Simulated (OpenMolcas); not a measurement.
**Mo4+: ligand-field states by method**

Mo4+ with 3 ligands (chloride) in trigonal planar coordination (D3h) at 2.21 Å. Ligand basis ANO-RCC-VDZP.
```
Mo    0.0000    0.0000    0.0000
Cl    2.2100    0.0000    0.0000
Cl   -1.1050    1.9139    0.0000
Cl   -1.1050   -1.9139    0.0000
```

| Item | Value |
| --- | --- |
| Program | OpenMolcas |
| Basis | ANO-RCC-VDZP [6s5p3d1f] |
| Scalar Hamiltonian | DKH2, point nucleus |
| Active space | 2 electrons in 5 orbitals (4d) |
| State averaging | 2S+1 = 3 even, 10 roots; 2S+1 = 1 even, 15 roots |
| Spin-orbit coupling | RASSI with atomic mean-field integrals over the reference wave functions |

I. CASSCF
II. SS-CASPT2, IPEA 0.25 Eh, imaginary shift 0.1 Eh (closed shells correlated: 4s 4p and the ligand valence shells)
III. SS-CASPT2, IPEA 0.25 Eh, sigma2 regulariser 0.3 Eh (closed shells correlated: 4s 4p and the ligand valence shells)

Spin-free states (labels of D3, the rotations of D3h) in cm-1, each column counted from its own energy of the first state listed:

| State | Degeneracy | I | II | III |
| --- | --- | --- | --- | --- |
| 3E | 2 | 0 | 0 | 0 |
| 2S+1 = 3 | 1 | 1060 | 5410 | 5410 |
| 2S+1 = 1 | 1 | 6867 | 1940 | 1930 |
| 1E | 2 | 7844 | 5330 | 5330 |
| 1E | 2 | 9625 | 10180 | 10210 |
| 3E | 2 | 12826 | 13860 | 13860 |

From I to II, I's first state of the same spin (2S+1 = 3) moves from 1060 to 5410 cm-1, by about +4400 cm-1.

From I to II, I's first state of another spin (2S+1 = 1) moves from 6867 to 1940 cm-1, by about -4900 cm-1.

χT at 300 K: I 0.28, II 0.44, III 0.44 cm3 K/mol.

Roots that are degenerate in the reference are averaged as groups; the widest CASPT2 spread within a group is 250 cm-1 (the 2-fold group of multiplicity 3 near 13900 cm-1 above the lowest state of its run, II). Shifts and gaps below about the spread of the groups concerned are not significant. Over all roots computed the reference weight is 0.72 to 0.74 in II, 0.72 to 0.74 in III; a low but even weight reflects the number of correlated electrons. An orbital doublet at a regular site is open to a Jahn-Teller distortion, which this geometry leaves out. The least metal-like active orbital is 66 % on the metal (Löwdin) and no ligand orbital is active, so the numbers are rough. Ligand-to-metal charge-transfer states are missing. With no ligand orbital active B as a rule stays too high, so bands that hang on it stand too high and its fall with covalency is understated. Without dynamic correlation the repulsion within the d shell is too large (B by tens of per cent), so at a given field states of lower spin stand too high (holds for I). With metal d orbitals alone the field can be off either way by tens of per cent (holds for I). No measured value stands beside these numbers; the geometry is a model, was not optimised and need not be the one that this ion takes.

A state without a sure symmetry label is named by its multiplicity alone.
